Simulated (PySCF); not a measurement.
PySCF job for GeOCl₂, SMILES [O]=[Ge]([Cl])[Cl], PBE0-D3(BJ)/def2-SVP. The structure is a stationary point at PBE0-D3(BJ)/def2-SVP.

```python
import numpy as np
from pyscf import gto, scf, dft, df
from pyscf.hessian import thermo

mol = gto.M(
    atom='''
    Ge    0.00000000   -0.00000000    0.40693725
    O    -0.00000000   -0.00000000    2.02994168
    Cl   -0.00000000    1.70080776   -0.86063309
    Cl   -0.00000000   -1.70080775   -0.86063310
    ''',
    basis='def2-SVP',
    charge=0,
    spin=0,
    max_memory=1600,
    verbose=3,
)
mf = dft.RKS(mol, xc='pbe0').density_fit(auxbasis='def2-universal-jkfit')
mf.disp = 'd3bj'
mf.grids.level = 3
mf.conv_tol = 1e-11
mf.max_cycle = 100
mf.kernel()

# [left out here: the lines that compute and print the analytic Hessian (its translational invariance restored by hand, since the grid's response is missing), thermochemistry and intensities]
```

Program output:

```
converged SCF energy = -3071.42703733067

WARN: DFTD3 does not support analytical Hessian, using finite difference


WARN: Mole.unit (angstrom) is changed to Bohr

Mode                                 0                   1                   2
Irrep
Freq [cm^-1]                      156.7815            182.5480            211.7167
Reduced mass [au]                  37.1080             28.3555             19.7090
Force const [Dyne/A]                0.5374              0.5567              0.5205
Char temp [K]                     225.5736            262.6459            304.6132
Normal mode                   x     y     z       x     y     z       x     y     z
       0  Ge                 0.00 -0.00 -0.05   -0.08  0.00 -0.00    0.00  0.04 -0.00
       1   O                -0.00  0.00 -0.05    0.16 -0.00  0.00   -0.00 -0.21 -0.00
       2  Cl                -0.00  0.08  0.06    0.05  0.00 -0.00   -0.00  0.01 -0.05
       3  Cl                -0.00 -0.08  0.06    0.05 -0.00  0.00   -0.00  0.01  0.05
Mode                                 3                   4                   5
Irrep
Freq [cm^-1]                      427.9602            462.7804           1012.7326
Reduced mass [au]                  36.1255             44.4945             18.8728
Force const [Dyne/A]                3.8983              5.6144             11.4045
Char temp [K]                     615.7395            665.8379           1457.0967
Normal mode                   x     y     z       x     y     z       x     y     z
       0  Ge                 0.00  0.00  0.05   -0.00  0.07 -0.00    0.00  0.00 -0.05
       1   O                -0.00 -0.00  0.06    0.00 -0.01 -0.00   -0.00  0.00  0.22
       2  Cl                -0.00  0.08 -0.06    0.00 -0.07  0.05   -0.00 -0.00  0.00
       3  Cl                -0.00 -0.08 -0.06    0.00 -0.07 -0.05   -0.00  0.00  0.00
temperature 298.1500 [K]
pressure 101325.00 [Pa]
Rotational constants [GHz] 3.87376 2.46411 1.50609
Symmetry number 2
Zero-point energy (ZPE) 0.00559 [Eh]   14681.286 [J/mol]
                           tot       elec      trans        rot        vib
Entropy [J/mol/K]       317.437      0.000    172.005    109.318     36.114
Cv [J/mol/K]             61.290      0.000     12.472     12.472     36.347
Cp [J/mol/K]             69.605      0.000     20.786     12.472     36.347
Internal energy [J/mol]                      3718.434   3718.434  20809.601
Internal energy [Eh]   -3071.41628  -3071.42704
Enthalpy [J/mol]                             6197.391   3718.434  20809.601
Enthalpy [Eh]          -3071.41533
Gibbs free energy [J/mol]                  -45085.914 -28874.623  10042.114
Gibbs free energy [Eh] -3071.45138
mode   freq/cm-1   IR/(km/mol)
   1      156.78         2.817
   2      182.55        23.471
   3      211.72        36.573
   4      427.96        18.294
   5      462.78       105.292
   6     1012.73        50.955
max |gradient| / (hartree/bohr): 5.21436197878713e-05
APT charges: [ 1.5282 -0.6338 -0.4472 -0.4472]
```

The run converged.
